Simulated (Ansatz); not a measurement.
# Isomers of CH6BNSi

3 of its isomers, all singlets with charge 0: A = `B1NC[SiH2]1`; B = `[SiH3]B1CN1`; C = `CN1B[SiH2]1`.

Shapes, held fixed at every level: PBE0-D4/def2-TZVP. Programs: Ansatz 0.2.0.

A:

```xyz
10

B    -1.1596    0.5129   -0.5592
N    -0.9000   -0.6987    0.0788
C     0.5073   -0.7773    0.4973
Si    0.7769    0.9757   -0.2507
H    -2.2134    0.8511   -1.0033
H    -1.5338   -1.4658    0.2662
H     0.6187   -0.8690    1.5813
H     1.0428   -1.6014    0.0178
H     1.1851    2.0063    0.7454
H     1.7591    1.0149   -1.3709
```

B:

```xyz
10

Si   -1.1846    0.9675   -0.9788
B     0.1676   -0.0690    0.0438
C     0.6354   -1.0223    1.2076
N     1.4567   -0.4315    0.1598
H    -2.2201    0.0433   -1.5175
H    -1.8620    1.9391   -0.0771
H    -0.5904    1.7199   -2.1173
H     0.7828   -0.6458    2.2189
H     0.4707   -2.0976    1.1558
H     2.4272   -0.4547   -0.0923
```

C:

```xyz
10

C     0.0844    1.4443    0.0636
N    -0.0321    0.0143    0.1588
B    -0.3393   -0.9440    1.0951
Si    0.0920   -1.5228   -0.6883
H    -0.6139    1.8358   -0.6809
H     1.0944    1.7256   -0.2460
H    -0.1309    1.9114    1.0273
H    -0.6412   -0.9469    2.2450
H    -0.8859   -1.7095   -1.7934
H     1.4555   -1.8592   -1.1783
```

Electronic energies in kJ/mol, without zero-point or thermal terms.

```json
{"level": "PBE-D4/def2-TZVPP", "kind": "GGA", "B − A": "+80.0", "C − A": "+15.0"}
{"level": "PBE0-D4/def2-TZVPP", "kind": "global hybrid", "B − A": "+83.3", "C − A": "+17.9"}
{"level": "MP2/def2-SVP", "kind": "perturbation theory", "B − A": "+77.5", "C − A": "+11.2"}
{"level": "MP2/def2-TZVPP", "kind": "perturbation theory", "B − A": "+86.0", "C − A": "+11.9"}
{"level": "CCSD(T)/def2-TZVPP", "kind": "coupled cluster or CI", "B − A": "+86.2", "C − A": "+15.9"}
{"level": "CCSD/def2-TZVPP", "kind": "coupled cluster or CI", "B − A": "+85.1", "C − A": "+16.4"}
{"level": "CCSD(T)/CBS estimate", "kind": "coupled cluster or CI", "B − A": "+87.3", "C − A": "+16.1"}
```

The highest level, CCSD(T)/CBS estimate, puts A lowest of these. All levels agree on that. The B − A difference spans +77.5 to +87.3 kJ/mol over the levels. The CBS estimate extrapolates MP2 from def2-TZVPP and def2-QZVPP and adds CCSD(T) − MP2 in the triple-zeta set, cores frozen.
